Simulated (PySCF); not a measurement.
**VF: frontier orbitals**

PW91 at R = 1.778 Å; basis V def2-TZVPP, F def2-TZVPP; no relativity; PySCF 2.14. State: quintet, unpaired electrons σ ↑, π ↑, δ ↑↑. Only the outer orbitals are listed, counted within each symmetry.

| spin | orbital | occ. | ε (eV) | on V (%) | main shells (%) |
| --- | --- | --- | --- | --- | --- |
| α | 7σ | 1 | -27.40 | 4 | 96 F s |
| α | 8σ | 1 | -9.81 | 16 | 82 F p, 13 V d |
| α | 3π | 1 | -9.13 | 11 | 89 F p, 9 V d |
| α | 3π | 1 | -9.12 | 12 | 88 F p, 10 V d |
| α | 9σ | 1 | -4.73 | 98 | 52 V s, 45 V d |
| α | 1δ | 1 | -4.36 | 100 | 100 V d |
| α | 1δ | 1 | -4.29 | 100 | 80 V d, 18 V s |
| α | 4π | 1 | -4.18 | 92 | 87 V d |
| α | 4π | 0 | -3.78 | 93 | 88 V d |
| α | 10σ | 0 | -2.97 | 92 | 53 V d, 23 V p, 16 V s |
| α | 5π | 0 | -0.92 | 98 | 92 V p |
| β | 2π | 1 | -39.76 | 100 | 100 V p |
| β | 2π | 1 | -38.92 | 100 | 100 V p |
| β | 7σ | 1 | -27.41 | 4 | 96 F s |
| β | 8σ | 1 | -9.68 | 12 | 87 F p, 8 V d |
| β | 3π | 1 | -9.12 | 8 | 92 F p |
| β | 3π | 1 | -8.90 | 7 | 93 F p |
| β | 9σ | 0 | -2.60 | 100 | 82 V s, 15 V d |
| β | 4π | 0 | -2.17 | 96 | 93 V d |
| β | 10σ | 0 | -1.47 | 94 | 63 V d, 23 V p |

Problem. Which are the highest filled and the lowest empty level, where do they sit, and how wide is the gap?

Solution. Highest filled α 4π at -4.18 eV (in %: 87 V d); lowest empty α 4π at -3.78 eV (in %: 88 V d); the gap at PW91 is 0.40 eV. Both belong to one degenerate shell, split only by its one-sided filling, so this is no excitation gap.

| Item | Value |
| --- | --- |
| bond order (Mayer) | 1.10 |
| ⟨S²⟩ | 6.009 |
| charge on V (Mulliken, basis-dependent) | 0.39 |
| charge on V (Löwdin, basis-dependent) | 0.09 |
| dipole moment (positive dipole means V(−)F(+)) | -3.06 D |

The state is the lowest single determinant that the PBE0 search found; with open d or f shells the true ground state can be another one.
